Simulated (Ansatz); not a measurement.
`BC[SiH2]S` + HCl → `BC[SiH2]Cl` + H₂S  (ligand exchange at the Si–S bond)

Program: Ansatz. Geometries: PBE0-D4/def2-TZVP. ΔE: electronic, gas phase. CCSD(T)/CBS is the MP2 limit (def2-TZVPP, def2-QZVPP) plus CCSD(T) − MP2 in def2-TZVPP, frozen cores. This one scheme is used for every species. Functionals use def2-TZVPP. HSE06 is defined as in plane-wave codes. Each species was taken in one conformer, which may not be the lowest.

`BC[SiH2]S`:

Z-matrix (Å, degrees):
```
C
Si 1 1.889
B 1 1.535 2 108.0
H 1 1.095 2 103.9 3 -121.6
H 1 1.094 2 104.3 3 122.7
S 2 2.139 1 111.6 3 -173.6
H 2 1.483 1 111.5 3 -58.0
H 2 1.484 1 109.7 3 63.8
H 3 1.197 1 120.6 2 90.2
H 3 1.198 1 120.7 2 -86.1
H 6 1.344 2 94.8 1 -64.3
```

HCl:

```xyz
2

Cl   -0.430    0.053    0.470
H     0.430   -0.053   -0.470
```

`BC[SiH2]Cl`:

```xyz
10

B     1.605    0.077   -0.129
C     0.297    0.306    0.649
Si   -1.162   -0.264   -0.384
Cl   -2.892    0.060    0.684
H     2.029    0.917   -0.869
H     2.187   -0.966   -0.050
H     0.079    1.360    0.853
H     0.216   -0.284    1.567
H    -1.089   -1.713   -0.677
H    -1.271    0.507   -1.644
```

H₂S:

Z-matrix (Å, degrees):
```
S
H 1 1.341
H 1 1.341 2 92.3
```

```csv
level,ΔE (kcal/mol),difference from CCSD(T)/CBS
PBE-D4,-8.0,1.4
r2SCANh-D4,-9.3,0.1
CAM-B3LYP-D4,-10.2,-0.8
ωB97X-V,-9.9,-0.5
HSE06,-9.0,0.4
RPA@PBE/def2-TZVPP,-9.3,0.1
HF/def2-SVP,-12.2,-2.8
CCSD/def2-SVP,-9.9,-0.5
CCSD/def2-TZVPP,-9.7,-0.3
MP2/def2-QZVPP,-9.5,-0.1
CCSD(T)/CBS,-9.4,0
```

Largest T1 diagnostic among the species: 0.011.

Leaving LDA and LC-ωPBE aside and taking each functional with its dispersion term where it has one, the values, not all of them listed here, spread over 2.6 kcal/mol, from BHLYP-D4 to revPBE-D4. From BLYP to BHLYP (50 % exact exchange), in def2-TZVPP and without D4, ΔE moves by −1.1 kcal/mol.
